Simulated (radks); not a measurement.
The table gives one normalised radial function P(r) = r R(r) of Er+ in [Xe] 4f12 6s1 (r in bohr). Calculated with a radial shooting solver on a logarithmic mesh with Libxc functionals: scalar-relativistic Kohn-Sham, RPBE, spin-polarised, spherical densities, point nucleus; open shells are filled with parallel spins first (spin-orbit coupling, left out, can overturn this in heavy ions).

r         P
0.00185    0.0782
0.002527   0.0971
0.003425   0.1176
0.004642   0.1384
0.006342   0.1565
0.008595   0.1651
0.01165    0.1562
0.01591    0.1179
0.02157    0.0433
0.02946   -0.0697
0.03993   -0.1896
0.05412   -0.2597
0.07393   -0.1982
0.1002     0.0244
0.1358     0.2963
0.1855     0.3542
0.2514     0.0188
0.3435    -0.4604
0.4655    -0.4830
0.6309     0.1163
0.8619     0.8338
1.168      1.0463
1.596      0.7428
2.163      0.3296
2.931      0.0888
4.005      0.0125
5.427      0.0008
7.355      0.0000
10.05      0.0000

Which n and l does it have? It may be an empty orbital.

Answer. n = 5, l = 0: the number of nodes gives n - l - 1 = 4, the rise at small r (about r^(l+1), flatter next to the nucleus through relativity) gives l, and the extent must fit the shell. The curve is that of 5s down; the table hardly tells the two spins apart. 5s down: eigenvalue -57.956 eV, 4 radial nodes at r = 0.0246, 0.0976, 0.254, 0.602 bohr, <r> = 1.26 bohr, 90 % of the charge inside 1.82 bohr.
